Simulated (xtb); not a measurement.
Cl2Hg (SMILES [Cl][Hg][Cl]), singlet, geometry from GFN2-xTB (such geometries of metal compounds can be far from the true shape). Base run: GFN0-xTB (xtb 6.7.1).

xtb was given this input:
```
$ xtb mol.xyz --gfn 0 --json

# file mol.xyz
3

Hg     0.00000000     0.00000000     0.00000000
Cl     0.00000000     0.00000000     2.30126892
Cl    -0.00000000    -0.00000000    -2.30126892
```

Each row names what was changed in the base input (with any setting that the change needs).

| change | ΔE vs base (mEh) | HOMO-LUMO gap (eV) |
|---|---|---|
| base | 0.000 | 4.36 |
| etemp = 10 | 0.000 | 4.36 |
| acc = 0.0001 | 0.000 | 4.36 |
| acc = 30 | 0.000 | 4.36 |
| etemp = 1000 | 0.000 | 4.36 |
| file = coord | 0.000 | 4.36 |
| etemp = 5000 | -0.796 | 4.36 |
